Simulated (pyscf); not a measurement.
## H₃Si–O–PH–SiH₃, singlet

Gas-phase minimum from PySCF at ωB97X-D3(BJ)/def2-SVP, one conformer. H₃Si–O–PH–SiH₃ lies 29.6 kcal/mol over its isomer H₃Si–O–SiH₂–PH₂ (electronic energy, ωB97M-D3(BJ)/def2-TZVP). 

```xyz
11

Si    -0.7629    -0.7479    -2.1340
O      0.7137    -0.3251    -1.4804
P      1.1621     0.1375     0.0606
Si    -0.2754     1.8489     0.4534
H     -1.5162     0.4717    -2.5440
H     -0.5071    -1.6017    -3.3223
H     -1.5607    -1.4927    -1.1144
H      0.3737    -0.7718     0.8421
H     -1.6908     1.4728     0.1652
H     -0.1368     2.2126     1.8941
H      0.0979     3.0121    -0.3997
```

Bond lengths (Å): Si1–O2 1.669, Si1–H5 1.491, Si1–H6 1.485, Si1–H7 1.494, O2–P3 1.670, P3–Si4 2.269, P3–H8 1.435, Si4–H9 1.493, Si4–H10 1.492, Si4–H11 1.490. Bond angles (°): O2–Si1–H5 110.3, O2–Si1–H6 107.8, O2–Si1–H7 109.4, H5–Si1–H6 109.7, H5–Si1–H7 109.0, H6–Si1–H7 110.6, Si1–O2–P3 132.0, O2–P3–Si4 101.5, O2–P3–H8 100.3, Si4–P3–H8 92.0, P3–Si4–H9 112.2, P3–Si4–H10 107.0, P3–Si4–H11 109.3, H9–Si4–H10 109.6 (the first ones only).

Properties at ωB97X-D3(BJ)/def2-SVP:

```
Property                                                                                                                                                                                                                                                          Value
---------------------------------------------------------------------------------------------------------------------  ------------------------------------------------------------------------------------------------------------------------------------------------
Harmonic wavenumbers, unscaled                                                                                         52, 87, 142, 163, 195, 446, 478, 586, 632, 729, 747, 779, 894, 939, 951, 958, 973, 974, 998, 1035, 2245, 2248, 2255, 2263, 2268, 2294, 2371 cm⁻¹
Zero-point energy                                                                                                                                                                                                                                         41.0 kcal/mol
Rotational symmetry number                                                                                                                                                                                                                                            1
Entropy of this conformer at 298 K and 1 atm, rigid rotor and harmonic oscillator, modes under 100 cm⁻¹ raised to 100                                                                                                                                   359.2 J/(mol K)
Dipole moment                                                                                                                                                                                                                                                    1.36 D
```

Single-point totals, which compare only within one level (frozen core for MP2 and CC):

```tsv
level	total energy (hartree)
ωB97X-D3(BJ)/def2-TZVP	-999.96037
PBE/def2-TZVP	-999.31022
r²SCAN/def2-TZVP	-999.74485
B3LYP-D3(BJ)/def2-TZVP	-999.95445
PBE0-D3(BJ)/def2-TZVP	-999.41246
M06-2X/def2-TZVP	-999.76558
ωB97M-D3(BJ)/def2-TZVP	-1000.00966
HF/def2-TZVPP	-997.65179
MP2/def2-TZVPP	-998.29516
CCSD/def2-TZVPP	-998.35600
CCSD(T)/def2-TZVPP	-998.38226
```

Soft torsions are taken as harmonic, which can shift the entropy by several J/(mol K). The CCSD(T) − MP2 part came from Ansatz, without density fitting, on the same reference.
